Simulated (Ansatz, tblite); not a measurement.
Species of one formula, C4H12O2Si (singlet), each relaxed with B3LYP-D4/def2-SVP in Ansatz.

The xTB rows come from tblite. LC-ωPBE has ω = 0.4 bohr⁻¹. B3LYP takes the VWN-RPA correlation. Correlated methods freeze 11 core orbitals.

Other spin states weren't relaxed.

A:

Cartesian coordinates in Å:
```
C -2.121 -0.766 1.473
C 0.878 2.297 -0.074
C -0.527 -0.458 -1.697
C 1.857 -1.166 0.172
O -0.811 -1.152 1.127
O 0.211 1.228 0.543
Si 0.174 -0.369 0.043
H -2.165 0.292 1.787
H -2.465 -1.392 2.312
H -2.828 -0.905 0.633
H 1.977 2.158 -0.078
H 0.661 3.225 0.480
H 0.554 2.448 -1.123
H 0.130 0.047 -2.426
H -1.517 0.023 -1.752
H -0.639 -1.506 -2.021
H 1.807 -2.236 -0.087
H 2.244 -1.080 1.200
H 2.580 -0.688 -0.510
```

B:

| atom | x (Å) | y (Å) | z (Å) |
| --- | --- | --- | --- |
| C1 | 1.897 | -0.812 | 0.928 |
| C2 | 2.170 | 0.423 | 0.081 |
| C3 | -2.038 | 0.415 | -0.891 |
| C4 | -1.428 | 1.667 | -0.276 |
| O5 | 0.516 | -0.994 | 1.196 |
| O6 | -1.093 | -0.632 | -1.044 |
| Si7 | -0.592 | -1.667 | 0.155 |
| H8 | 2.407 | -0.726 | 1.902 |
| H9 | 2.310 | -1.711 | 0.428 |
| H10 | 3.254 | 0.555 | -0.068 |
| H11 | 1.691 | 0.340 | -0.907 |
| H12 | 1.775 | 1.326 | 0.574 |
| H13 | -2.438 | 0.639 | -1.894 |
| H14 | -2.893 | 0.070 | -0.275 |
| H15 | -2.180 | 2.470 | -0.214 |
| H16 | -1.051 | 1.466 | 0.739 |
| H17 | -0.585 | 2.028 | -0.886 |
| H18 | -1.756 | -2.038 | 1.004 |
| H19 | 0.033 | -2.817 | -0.551 |

Q: Estimate their order by electronic energy at B2PLYP/def2-TZVP, counted from the lowest.

A: A (0.0) < B (16.0), in kcal/mol.

Q: Do the other levels pick the same lowest one?

A: Not GFN1-xTB, GFN2-xTB. Energies above each level's lowest (kcal/mol):

| level | A | B |
| --- | --- | --- |
| GFN1-xTB | 20.1 | 0.0 |
| GFN2-xTB | 20.7 | 0.0 |
| HF/def2-SVP | 0.0 | 12.4 |
| HF/def2-TZVP | 0.0 | 14.6 |
| PBE-D4/def2-SVP | 0.0 | 12.7 |
| PBE-D4/def2-TZVP | 0.0 | 16.4 |
| r2SCAN-D4/def2-TZVP | 0.0 | 17.5 |
| B3LYP-D4/def2-TZVP | 0.0 | 16.3 |
| PBE0-D4/def2-SVP | 0.0 | 13.7 |
| PBE0-D4/def2-TZVP | 0.0 | 16.7 |
| LC-ωPBE/def2-TZVP | 0.0 | 17.0 |
| B2PLYP/def2-TZVP | 0.0 | 16.0 |
| MP2/def2-SVP | 0.0 | 11.2 |
| MP2/def2-TZVP | 0.0 | 16.3 |
| CCSD/def2-SVP | 0.0 | 10.3 |
| CCSD(T)/def2-SVP | 0.0 | 9.9 |
Point groups (tolerance 0.1 Å): A not assigned, B C2. From def2-SVP to def2-TZVP the PBE0 values move by up to 3.0 kcal/mol, so results in the small set are rough.
